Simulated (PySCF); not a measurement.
```xyz
6

N     -0.9594    -0.0502     0.0150
Al     0.7802     0.0408    -0.0122
F      1.5412     1.4715    -0.2548
F      1.6936    -1.3022     0.2042
H     -1.4829    -0.8973     0.1592
H     -1.5727     0.7373    -0.1113
```

Charge 0, multiplicity 1.

**Question.** Give the Mulliken and meta-Löwdin atomic charges from CAM-B3LYP-D3(BJ)/def2-TZVP (PySCF).

**Answer.** 
| atom | Mulliken (e) | meta-Löwdin (e) |
|---|---|---|
| N1 | -0.63 | -0.77 |
| Al2 | 0.83 | 1.35 |
| F3 | -0.34 | -0.54 |
| F4 | -0.34 | -0.54 |
| H5 | 0.24 | 0.25 |
| H6 | 0.24 | 0.25 |
